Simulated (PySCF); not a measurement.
**Radial density of Hf (hafnium, neutral)**

UHF, [Xe] 4f14 5d1 6s2 6p1, one real determinant (an excited configuration). All numbers are calculated (PySCF 2.14, a scalar-relativistic core potential, in aug-cc-pVTZ-PP with ECP60MDF). This is the valence pseudo-density: the core potential removes the inner electrons and smooths the orbitals near the nucleus.

| r (bohr) | 4πr²ρ (e/bohr) | 4πr²(ρα − ρβ) |
| --- | --- | --- |
| 0.249 | 0.0001617 | 0.0000 |
| 0.419 | 0.03859 | 0.0006 |
| 0.704 | 2.989 | 0.0403 |
| 1.18 | 8.728 | 0.3996 |
| 1.99 | 2.614 | 0.5241 |
| 3.35 | 1.099 | 0.3961 |
| 5.64 | 0.2818 | 0.1570 |
| 9.48 | 0.01098 | 0.0091 |
| 15.9 | 1.731e-05 | 0.0000 |

⟨L²⟩ = 8.82 against 12 for a pure F term, so this real determinant mixes terms. Energies and moments cover only the electrons outside the core potential. Spin-orbit coupling, absent here, splits the open shell strongly. ⟨S²⟩ = 2.24 against 2.00 shows spin contamination.
